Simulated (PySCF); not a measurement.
## Badger's rule along the second period: bonds to Sm

PBE0 in PySCF with x2c-SVPall on every atom, spin-free X2C, for the lowest determinant that a PBE0 search found; no spin–orbit coupling. Badger's rule says that Re = d + c·k^(−1/3) for bonds between atoms of fixed rows.

```
molecule    state (unpaired electrons)  Re (Å)  k (mdyn/Å)
     SmO     septet (f population 5.6)   1.811        4.94
     SmF      octet (f population 6.0)   2.057           ?
     SmC  2S+1 = 11 (f population 6.0)   2.370           ?
     SmB      decet (f population 5.9)   2.377        1.21
```

Task: Fix c and d from SmO and SmB.

Result: c = (2.377 − 1.811)/(1.21^(−1/3) − 4.94^(−1/3)) = 1.611, d = 1.811 − c·4.94^(−1/3) = 0.865 Å.

Task: Predict k of the others and set the computed values beside them.

Result: 

| molecule | k by the rule | k computed | difference (%) |
| --- | --- | --- | --- |
| SmF | 2.47 | 2.80 | -12 |
| SmC | 1.23 | 1.37 | -10 |

The rule misses by 11 % on average; it knows nothing of spin state or of how ionic a bond is, and both change along this series.

Spin–orbit coupling is left out. With d or f electrons several states lie close, and the lowest PBE0 determinant need not be the measured ground state.
